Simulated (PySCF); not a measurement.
Cl2Se, triplet, at a GFN2-xTB geometry of the parent state (a higher spin typed on purpose: for a closed-shell molecule this is an excited state); PySCF with PBE0/def2-SVP.

Input for PySCF:
```python
from pyscf import gto, scf, dft

mol = gto.M(
    atom='''
Se    0.00136488    0.00124916    0.68646471
Cl    1.04133364    1.25945705   -0.69083200
Cl   -1.04406340   -1.26195537   -0.68209743
''',
    basis='def2-svp',
    spin=2,
    verbose=4,
)

mf = dft.UKS(mol)
mf.xc = 'pbe0'
mf.kernel()
mf.analyze()
```

What the program printed (banner, timings and long lists left out):

```
PySCF version 2.14.0

[INPUT] verbose = 4
[INPUT] num. atoms = 3
[INPUT] num. electrons = 68
[INPUT] charge = 0
[INPUT] spin (= nelec alpha-beta = 2S) = 2
[INPUT] symmetry False subgroup None
[INPUT] Mole.unit = angstrom
[INPUT] Symbol           X                Y                Z      unit          X                Y                Z       unit  Magmom
[...]
nuclear repulsion = 333.157630081778
number of shells = 28
number of NR pGTOs = 146
number of NR cGTOs = 68
basis = def2-svp
ecp = {}

******** <class 'pyscf.dft.uks.UKS'> ********
method = UKS
initial guess = minao
damping factor = 0
level_shift factor = 0
DIIS = <class 'pyscf.scf.diis.CDIIS'>
diis_start_cycle = 1
diis_space = 8
diis_damp = 0
SCF conv_tol = 1e-09
SCF conv_tol_grad = None
SCF max_cycles = 50
direct_scf = True
direct_scf_tol = 1e-13
number electrons alpha = 35  beta = 33
XC library pyscf.dft.libxc version 7.1.2
    S. Lehtola, C. Steigemann, M. J. T. Oliveira, and M. A. L. Marques,  SoftwareX 7, 1–5 (2018)
XC functionals = pbe0
    C. Adamo and V. Barone,  J. Chem. Phys. 110, 6158 (1999)
    M. Ernzerhof and G. E. Scuseria,  J. Chem. Phys. 110, 5029 (1999)
radial grids:
    Treutler-Ahlrichs [JCP 102, 346 (1995); DOI:10.1063/1.469408] (M4) radial grids

becke partition: Becke, JCP 88, 2547 (1988); DOI:10.1063/1.454033
pruning grids: <function nwchem_prune>
grids dens level: 3
symmetrized grids: False
atomic radii adjust function: <function treutler_atomic_radii_adjust>
small_rho_cutoff = 0
Set gradient conv threshold to 3.16228e-05
tot grids = 58184
init E= -3320.14225324971

cycle= 1 E= -3320.65272251842  delta_E= -0.51  |g|= 0.262  |ddm|= 2.07

cycle= 2 E= -3320.5768006527  delta_E= 0.0759  |g|= 0.451  |ddm|= 0.856

cycle= 3 E= -3320.6924787429  delta_E= -0.116  |g|= 0.013  |ddm|= 0.549

cycle= 4 E= -3320.6926326116  delta_E= -0.000154  |g|= 0.00375  |ddm|= 0.0334

cycle= 5 E= -3320.69264385857  delta_E= -1.12e-05  |g|= 0.00118  |ddm|= 0.00694

cycle= 6 E= -3320.69264560147  delta_E= -1.74e-06  |g|= 0.000588  |ddm|= 0.00307

cycle= 7 E= -3320.69264600444  delta_E= -4.03e-07  |g|= 9.03e-05  |ddm|= 0.00144

cycle= 8 E= -3320.69264602226  delta_E= -1.78e-08  |g|= 2.45e-05  |ddm|= 0.000409

cycle= 9 E= -3320.69264602262  delta_E= -3.55e-10  |g|= 5.34e-06  |ddm|= 3.82e-05

Extra cycle  E= -3320.69264602262  delta_E= -3.18e-12  |g|= 4.64e-06  |ddm|= 1.59e-05
converged SCF energy = -3320.69264602262  <S^2> = 2.0046054  2S+1 = 3.0030687
**** SCF Summaries ****
Total Energy =                       -3320.692646022618646
Nuclear Repulsion Energy =             333.157630081777995
One-electron Energy =                -5277.079625065421169
Two-electron Energy =                 1623.229348961024471
Two-electron Coulomb Energy =         1766.374358708343834
DFT Exchange-Correlation Energy =     -143.145009747319335
**** MO energy ****
                             alpha | beta                alpha | beta
[...]
To work with the spin densities directly, `use mulliken_meta_spin()` only printing them here.

 ** Mulliken spin pop alpha/beta on meta-lowdin orthogonal AOs **
 ** Mulliken Spin Density (per AO)  **
spin_pop of  0 Se 1s        0.00000
spin_pop of  0 Se 2s        0.00000
spin_pop of  0 Se 3s        0.00002
spin_pop of  0 Se 4s        0.07030
spin_pop of  0 Se 5s        0.00070
spin_pop of  0 Se 2px       0.00000
spin_pop of  0 Se 2py       0.00000
spin_pop of  0 Se 2pz       0.00000
spin_pop of  0 Se 3px       0.00002
spin_pop of  0 Se 3py       0.00001
spin_pop of  0 Se 3pz       0.00003
spin_pop of  0 Se 4px       0.41251
spin_pop of  0 Se 4py       0.27957
spin_pop of  0 Se 4pz       0.47710
spin_pop of  0 Se 5px       0.00078
spin_pop of  0 Se 5py       0.00049
spin_pop of  0 Se 5pz       0.00227
spin_pop of  0 Se 3dxy     -0.00003
spin_pop of  0 Se 3dyz     -0.00003
spin_pop of  0 Se 3dz^2    -0.00004
spin_pop of  0 Se 3dxz     -0.00004
spin_pop of  0 Se 3dx2-y2   -0.00004
spin_pop of  0 Se 4dxy      0.00672
spin_pop of  0 Se 4dyz     -0.00038
spin_pop of  0 Se 4dz^2     0.00040
spin_pop of  0 Se 4dxz     -0.00015
spin_pop of  0 Se 4dx2-y2   -0.00041
spin_pop of  0 Se 5dxy      0.00014
spin_pop of  0 Se 5dyz      0.00003
spin_pop of  0 Se 5dz^2     0.00002
spin_pop of  0 Se 5dxz      0.00002
spin_pop of  0 Se 5dx2-y2    0.00001
spin_pop of  1 Cl 1s       -0.00000
spin_pop of  1 Cl 2s       -0.00000
spin_pop of  1 Cl 3s        0.01831
spin_pop of  1 Cl 4s        0.00224
spin_pop of  1 Cl 2px       0.00001
spin_pop of  1 Cl 2py       0.00001
spin_pop of  1 Cl 2pz       0.00000
spin_pop of  1 Cl 3px       0.16094
spin_pop of  1 Cl 3py       0.16644
spin_pop of  1 Cl 3pz       0.02337
spin_pop of  1 Cl 4px       0.00076
spin_pop of  1 Cl 4py       0.00100
spin_pop of  1 Cl 4pz       0.00043
spin_pop of  1 Cl 3dxy      0.00053
spin_pop of  1 Cl 3dyz      0.00021
spin_pop of  1 Cl 3dz^2     0.00064
spin_pop of  1 Cl 3dxz      0.00012
spin_pop of  1 Cl 3dx2-y2    0.00000
spin_pop of  2 Cl 1s       -0.00000
spin_pop of  2 Cl 2s       -0.00000
spin_pop of  2 Cl 3s        0.01831
spin_pop of  2 Cl 4s        0.00224
spin_pop of  2 Cl 2px       0.00001
spin_pop of  2 Cl 2py       0.00001
spin_pop of  2 Cl 2pz       0.00000
spin_pop of  2 Cl 3px       0.16135
spin_pop of  2 Cl 3py       0.16690
spin_pop of  2 Cl 3pz       0.02250
spin_pop of  2 Cl 4px       0.00076
spin_pop of  2 Cl 4py       0.00101
spin_pop of  2 Cl 4pz       0.00042
spin_pop of  2 Cl 3dxy      0.00053
spin_pop of  2 Cl 3dyz      0.00020
spin_pop of  2 Cl 3dz^2     0.00065
spin_pop of  2 Cl 3dxz      0.00011
spin_pop of  2 Cl 3dx2-y2    0.00000
 ** Mulliken Spin Density (per atom)  **
spin density of  0 Se =      1.25000
spin density of  1 Cl =      0.37500
spin density of  2 Cl =      0.37500
 ** Mulliken pop alpha/beta on meta-lowdin orthogonal AOs **
 ** Mulliken pop       alpha | beta **
In total            35.00000 | 33.00000
 ** Mulliken atomic charges   ( Nelec_alpha | Nelec_beta ) **
charge of  0Se =      0.42455  (    17.41273     16.16273 )
charge of  1Cl =     -0.21227  (     8.79363      8.41864 )
charge of  2Cl =     -0.21227  (     8.79364      8.41864 )
Dipole moment(X, Y, Z, Debye):  0.00304,  0.00279,  1.51781
```
